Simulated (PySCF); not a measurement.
CH₃BO. Atoms are numbered in the order given.

```xyz
6

B      0.0000     0.0000    -1.3296
H      1.0163     0.5868    -1.6486
H     -1.0163     0.5868    -1.6486
H      0.0000    -1.1735    -1.6486
C      0.0000     0.0000     0.1747
O      0.0000     0.0000     1.3182
```

Geometry optimised at PBE-D3(BJ)/def2-TZVP.

Calculation: PBE-D3(BJ)/def2-TZVP in PySCF.

Harmonic, unscaled wavenumbers; measured fundamentals usually lie a few per cent lower.

Modes within 1.5 cm⁻¹ of each other (mostly degenerate sets) share a row, with their intensities summed.

| mode | ν (cm⁻¹) | IR (km/mol) | moving atoms (share of kinetic energy) |
|---|---|---|---|
| 1–2 | 289 | 5.0 | H 49 %, C 35 %, O 16 % |
| 3–4 | 776 | 10.8 | H 40 %, C 31 %, B 25 % |
| 5 | 796 | 22.9 | B 35 %, H 33 %, O 22 %, C 9 % |
| 6 | 1041 | 0.6 | H 62 %, B 36 % |
| 7–8 | 1052 | 0.4 | H 94 % |
| 9 | 2134 | 474.2 | C 62 %, O 38 % |
| 10 | 2408 | 0.0 | H 98 % |
| 11–12 | 2483 | 45.3 | H 90 %, B 10 % |
